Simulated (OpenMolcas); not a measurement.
Te IV: effect of the active space

```
Program             : OpenMolcas 26.06
Method              : SS-CASPT2 or its RAS form, IPEA 0.25 Eh, imaginary shift 0.1 Eh
Basis               : ANO-RCC-VTZP
Scalar Hamiltonian  : DKH2, point nucleus
Spin-orbit coupling : RASSI with atomic mean-field integrals over the reference wave functions, term energies averaged over their components
```

A. 3 electrons in 4 orbitals (5s 5p); 2S+1 = 4 odd, 1 root; 2S+1 = 2 odd, 11 roots; 2S+1 = 4 even, 3 roots; 2S+1 = 2 even, 9 roots; closed shells correlated: 4d; CASPT2 step about 2.3 core-seconds
B. 3 electrons in 8 orbitals (5s 5p 6s 6p); 2S+1 = 4 odd, 1 root; 2S+1 = 2 odd, 11 roots; 2S+1 = 4 even, 3 roots; 2S+1 = 2 even, 9 roots; closed shells correlated: 4d; CASPT2 step about 6 core-seconds
C. 3 electrons in 9 orbitals (RAS2 5s 5p; RAS3 5d, at most 2 electrons); 2S+1 = 4 odd, 1 root; 2S+1 = 2 odd, 11 roots; 2S+1 = 4 even, 3 roots; 2S+1 = 2 even, 9 roots; closed shells correlated: 4d; CASPT2 step roughly 9 core-seconds

Energies in cm⁻¹ above 5s² 5p ²P°_1/2, the measured ground level; measured values from Moore, Atomic Energy Levels, vol. III, NSRDS-NBS 35 (1971 reprint of NBS Circular 467, 1958).

| Level | A | B | C | Measured |
| --- | --- | --- | --- | --- |
| 5s² 5p ²P°_1/2 | 0.0 | 0.0 | 0.0 | 0.0 |
| 5s² 5p ²P°_3/2 | 8220 | 7930 | 8210 | 9223 |
| 5s 5p² ⁴P_1/2 | 68110 | 68070 | 68810 |  |
| 5s 5p² ⁴P_3/2 | 71840 | 71750 | 72520 |  |
| 5s 5p² ⁴P_5/2 | 75910 | 75780 | 76670 |  |
| 5s 5p² ²D_3/2 | 91850 | 90060 | 91780 |  |
| 5s 5p² ²D_5/2 | 93210 | 92150 | 93260 |  |
| 5s 5p² ²P_1/2 [61 %] | 108040 | 107140 | 108460 |  |

Among A to C the level of the table that moves most is 5s 5p² ²D_3/2, by 1800 cm-1 (lowest in B, highest in A). Moves below CASPT2's spread within the term are not significant.

Term energies are means over components that CASPT2 splits; among the terms shown or strongly mixed into the levels shown the widest spread is 690 cm-1 (5s 5p² ²D, A). Over all roots computed the reference weight is 0.86 to 0.95 in A, 0.85 to 0.95 in B; the roots of lowest weight are the least certain, and an intruder state may touch them. Terms of s pⁿ other than that of highest spin mix with s² pⁿ⁻² d, which this space lacks; all of them can be thousands of cm-1 off, and some have no real level of that name (holds for A; B). Active for correlation alone: 6p 6s; no level in the range computed is led by a configuration that fills them, so any true level of that kind is missing (holds for B). Active for correlation alone: 5d; no level in the range computed is led by a configuration that fills it, so any true level of that kind is missing (holds for C). Some terms mix strongly with configurations of 5d, whose occupation reaches 0.17 (5s 5p² ²D) (holds for C). Levels of configurations outside the active space are missing. Levels that lie high or do not pair safely by name in every column are left out.

A share in square brackets marks a mixed level and gives the weight of the term that names it, the lowest over the columns. ° marks odd parity.
